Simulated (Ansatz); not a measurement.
Consider the formal exchange of groups at a C–B bond: `CB1N[SiH2]1` + `BCCB` → `BCCBC` + `B1N[SiH2]1`.

Computed with Ansatz on PBE0-D4/def2-TZVP structures; ΔE is electronic, products minus reactants. CCSD(T)/CBS adds triple-zeta CCSD(T) − MP2 to the extrapolated MP2 energy (def2 sets, frozen cores). Functionals use def2-TZVPP. One conformer a species, not always the lowest.

(1) Is it downhill or uphill in electronic energy at CCSD(T)/CBS, and by how much? (Best estimate.)

(2) What do these levels give: revPBE-D4, r2SCAN0-D4, BHLYP-D4, r2SCANh, r2SCAN0, LC-ωPBE, HF/def2-SVP, CCSD/def2-SVP, CCSD(T)/def2-SVP, HF/def2-TZVPP, SCS-MP2/def2-TZVPP, CCSD/def2-TZVPP? (Best estimate.)

Largest T1 diagnostic among the species: 0.014.

## Answers

(1) The calculation gave: Uphill: ΔE = +13.5 kJ/mol.

(2) The calculation gave: revPBE-D4 26.8, r2SCAN0-D4 20.2, BHLYP-D4 -2.4, r2SCANh 21.1, r2SCAN0 20.2, LC-ωPBE 21.0, HF/def2-SVP -31.1, CCSD/def2-SVP 4.2, CCSD(T)/def2-SVP 10.9, HF/def2-TZVPP -30.9, SCS-MP2/def2-TZVPP 11.8, CCSD/def2-TZVPP 6.4 kJ/mol.

In def2-TZVPP, CCSD(T) changes the Hartree–Fock value by +45.4 kJ/mol (the triples alone add +8.0 kJ/mol) and MP2 by +56.2 kJ/mol. From PBE to PBE0 (25 % exact exchange), in def2-TZVPP and without D4, ΔE moves by −4.4 kJ/mol.
